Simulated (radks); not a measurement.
Results of a calculation; reference values are marked as such.
Species: Co+. Configuration: [Ar] 3d7.75 4s0.25 (fractional occupations, a model configuration). Code: a radial shooting solver on a logarithmic mesh with Libxc functionals. Model: scalar-relativistic Kohn-Sham, PBE, spin-polarised, spherical densities, finite nucleus; open shells are filled with parallel spins first; Fermi nuclear charge, rms radius 3.7875 fm.

Normalised radial functions P(r) = r R(r), r in bohr:

```
   r/bohr * 3p down (the largest magnitude, 1.18, reaches the edge; | marks zero)
  0.00325                             *
 0.004265                             *
 0.005644                             *
 0.007467                             *
  0.00988                             *
  0.01297                             |*
  0.01716                             |*
   0.0227                             | *
  0.03004                             |  *
  0.03943                             |    *
  0.05217                             |      *
  0.06903                             |        *
  0.09134                             |           *
   0.1199                             |             *
   0.1586                             |             *
   0.2099                             |        *
   0.2777                             |*
   0.3645                   *         |
   0.4823        *                    |
   0.6381  *                          |
   0.8443    *                        |
    1.117           *                 |
    1.466                   *         |
     1.94                         *   |
    2.567                            *|
    3.397                             *
    4.458                             *
    5.899                             *
    7.805                             *
    10.33                             *
```

3p down: eigenvalue -68.914 eV, 1 radial node at r = 0.284 bohr, <r> = 0.824 bohr, 90 % of the charge inside 1.27 bohr.
